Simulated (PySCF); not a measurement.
Coordinates in bohr (charge 1 multiplicity 3):
```
Ru    0.0000    0.0000    0.0000
Cl    4.0467    0.0000    0.0000
Cl   -2.0233    3.5045    0.0000
Cl   -2.0234   -3.5045    0.0000
```

Level of theory: UB3LYP/[Ru def2-SVP with ECP28, Cl def2-SVP], scalar-relativistic core potentials, density fitting, no spin–orbit coupling, PySCF.

This geometry of [RuCl3]+ is a stationary point at this level.

(1) What is the point group?

(2) Is it a minimum?

(3) Give the atomic charges and bond orders.

(4) Give the ideal-gas entropy at 298.15 K and 1 bar by parts.

Answers

(1) D3h.

(2) Yes: all harmonic wavenumbers are real, though the softest, 45 cm⁻¹, leaves little margin.

(3) 
```json
{"atom": "Ru1", "Mulliken": "0.51", "Löwdin": "-0.50", "polar tensor": "1.40", "spin (Mulliken)": "1.62", "Mayer order to Ru1": "–"}
{"atom": "Cl2,3,4", "Mulliken": "0.16", "Löwdin": "0.50", "polar tensor": "-0.13", "spin (Mulliken)": "0.13", "Mayer order to Ru1": "1.47"}
```

(4) translation 175.4, rotation 104.9, vibration 58.9, spin 9.1; total 348.2 J/(mol K).

Only a few start shapes were tried, so a lower isomer may exist. Other spin states or occupations of the open shell can lie lower. At this level a quintet minimum of C2v symmetry lies 3 kJ/mol below this structure.
